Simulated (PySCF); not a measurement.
BHO, SMILES B=O. The structure is a stationary point at PBE0-D3(BJ)/def2-TZVPD.

TDA-PBE0/def2-TZVPD (PySCF) puts the lowest singlet excitations at 7.96, 8.18, 8.18, 9.53, 9.53, 9.75 eV and the lowest triplet (TDA) at 6.74 eV.

Question: What are the lowest singlet roots from EOM-CCSD/aug-cc-pVDZ run with PySCF? (Estimate from the structure and the level; the computed values follow.)

Answer: 8.30, 8.40, 8.40, 9.75, 9.75, 10.05 eV; triplets 7.01, 7.75, 7.75 eV. S1 differs by 0.34 eV (second minus first; roots are paired by order, and the bases may differ).
